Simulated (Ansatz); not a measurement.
One change: `BrC[SiH2]Br` becomes `FC[SiH2]CBr`.

Ansatz, PBE0-D4/def2-TZVP geometries, multiplicity 1. Each molecule was computed in one conformer, which needn't be the lowest.

Scalar relativity is left out up to krypton.

```csv
property,`BrC[SiH2]Br`
size of the dipole moment (B3LYP/def2-TZVPP) / D,0.55
HOMO–LUMO gap (PBE/def2-TZVPP) / eV,5.14
HOMO energy (PBE/def2-TZVPP) / eV,-6.83
LUMO energy (PBE0/def2-TZVPP) / eV,-0.71
LUMO energy (B3LYP/def2-TZVPP) / eV,-0.94
HOMO energy (B3LYP/def2-TZVPP) / eV,-7.83
```

Question: Give the same properties after the change, and the shifts. (Best estimate.)

Answer: The calculation gave: 
```csv
property,`FC[SiH2]CBr`,shift
size of the dipole moment (B3LYP/def2-TZVPP) / D,1.50,0.95
HOMO–LUMO gap (PBE/def2-TZVPP) / eV,5.17,0.03
HOMO energy (PBE/def2-TZVPP) / eV,-6.62,0.21
LUMO energy (PBE0/def2-TZVPP) / eV,-0.46,0.25
LUMO energy (B3LYP/def2-TZVPP) / eV,-0.72,0.22
HOMO energy (B3LYP/def2-TZVPP) / eV,-7.64,0.19
```

With PBE0 the HOMO rises by 0.20 eV and the LUMO rises by 0.25 eV, so the gap widens by about 0.05 eV. PBE moves the HOMO by 0.21 eV and ωB97M-V by 0.16 eV. Dipoles are sizes alone; their direction can turn.

B3LYP here is the variant with VWN-RPA as its local correlation; programs differ in this.

Spin–orbit coupling is left out; it splits and shifts lone-pair levels of the heavy atoms by tenths of an eV.
